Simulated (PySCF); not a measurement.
Cl3La, charge +1, doublet, geometry from GFN2-xTB (such geometries of metal compounds can be far from the true shape) (the multiplicity is a formal guess) (core potentials on La); DF-PBE/def2-SVP (PySCF).

The PySCF input:
```python
from pyscf import gto, scf, dft

mol = gto.M(
    atom='''
La    0.10762410   -0.30028343   -0.77085064
Cl   -1.96582434   -0.74394322    0.61833748
Cl    0.20323583    2.01903605    0.45396833
Cl    1.40173124   -0.26826016    1.51231102
''',
    basis='def2-svp',
    ecp={'La': 'def2-svp'},
    charge=1,
    spin=1,
    verbose=4,
)

mf = dft.UKS(mol)
mf.xc = 'pbe'
mf = mf.density_fit(auxbasis='def2-universal-jkfit')
mf.kernel()
```

Predict the main parts of the log of this PySCF run.


```
PySCF version 2.14.0

[INPUT] verbose = 4
[INPUT] num. atoms = 4
[INPUT] num. electrons = 61
[INPUT] charge = 1
[INPUT] spin (= nelec alpha-beta = 2S) = 1
[INPUT] symmetry False subgroup None
[INPUT] Mole.unit = angstrom
[INPUT] Symbol           X                Y                Z      unit          X                Y                Z       unit  Magmom
[INPUT]  1 La     0.107624100000  -0.300283430000  -0.770850640000 AA    0.203380073403  -0.567453442445  -1.456696592546 Bohr   0.0
[INPUT]  2 Cl    -1.965824340000  -0.743943220000   0.618337480000 AA   -3.714869611604  -1.405848938027   1.168488489754 Bohr   0.0
[INPUT]  3 Cl     0.203235830000   2.019036050000   0.453968330000 AA    0.384060057399   3.815425170124   0.857875812926 Bohr   0.0
[INPUT]  4 Cl     1.401731240000  -0.268260160000   1.512311020000 AA    2.648888143847  -0.506938232532   2.857853642962 Bohr   0.0

nuclear repulsion = 256.222792416951
number of shells = 36
number of NR pGTOs = 165
number of NR cGTOs = 86
basis = def2-svp
ecp = {'La': 'def2-svp'}

******** <class 'pyscf.df.df_jk.DFUKS'> ********
method = DFUKS
initial guess = minao
damping factor = 0
level_shift factor = 0
DIIS = <class 'pyscf.scf.diis.CDIIS'>
diis_start_cycle = 1
diis_space = 8
diis_damp = 0
SCF conv_tol = 1e-09
SCF conv_tol_grad = None
SCF max_cycles = 50
direct_scf = False
number electrons alpha = 31  beta = 30
XC library pyscf.dft.libxc version 7.1.2
    S. Lehtola, C. Steigemann, M. J. T. Oliveira, and M. A. L. Marques,  SoftwareX 7, 1–5 (2018)
XC functionals = pbe
    J. P. Perdew, K. Burke, and M. Ernzerhof,  Phys. Rev. Lett. 77, 3865 (1996)
    J. P. Perdew, K. Burke, and M. Ernzerhof,  Phys. Rev. Lett. 78, 1396 (1997)
    J. P. Perdew, K. Burke, and M. Ernzerhof,  Phys. Rev. Lett. 77, 3865 (1996)
    J. P. Perdew, K. Burke, and M. Ernzerhof,  Phys. Rev. Lett. 78, 1396 (1997)
radial grids:
    Treutler-Ahlrichs [JCP 102, 346 (1995); DOI:10.1063/1.469408] (M4) radial grids

becke partition: Becke, JCP 88, 2547 (1988); DOI:10.1063/1.454033
pruning grids: <function nwchem_prune>
grids dens level: 3
symmetrized grids: False
atomic radii adjust function: <function treutler_atomic_radii_adjust>
small_rho_cutoff = 0
Set gradient conv threshold to 3.16228e-05
tot grids = 81344
init E= -1408.35285311119

cycle= 1 E= -1410.78948140899  delta_E= -2.44  |g|= 0.683  |ddm|= 7.23

cycle= 2 E= -1410.23420978841  delta_E= 0.555  |g|= 1.01  |ddm|=  2.7
cycle= 3 E= -1411.01563280903  delta_E= -0.781  |g|= 0.347  |ddm|= 1.83
cycle= 4 E= -1411.09575360234  delta_E= -0.0801  |g|= 0.114  |ddm|= 0.63
cycle= 5 E= -1411.10196254463  delta_E= -0.00621  |g|= 0.054  |ddm|= 0.226
cycle= 6 E= -1411.10383068105  delta_E= -0.00187  |g|= 0.0168  |ddm|= 0.0935
cycle= 7 E= -1411.10403401693  delta_E= -0.000203  |g|= 0.00225  |ddm|= 0.0288
cycle= 8 E= -1411.10403702538  delta_E= -3.01e-06  |g|= 0.000936  |ddm|= 0.00507
cycle= 9 E= -1411.10403754242  delta_E= -5.17e-07  |g|= 0.000281  |ddm|= 0.0013
cycle= 10 E= -1411.10403743682  delta_E= 1.06e-07  |g|= 0.000461  |ddm|= 0.000974
cycle= 11 E= -1411.1040376013  delta_E= -1.64e-07  |g|= 6.62e-05  |ddm|= 0.000668
cycle= 12 E= -1411.1040376045  delta_E= -3.2e-09  |g|= 9.31e-06  |ddm|= 0.000117
cycle= 13 E= -1411.10403760456  delta_E= -5.71e-11  |g|= 3.85e-06  |ddm|= 2.21e-05
Extra cycle  E= -1411.10403760453  delta_E= 2.55e-11  |g|= 7.25e-06  |ddm|= 2.08e-05
converged SCF energy = -1411.10403760453  <S^2> = 0.75269079  2S+1 = 2.002689
```
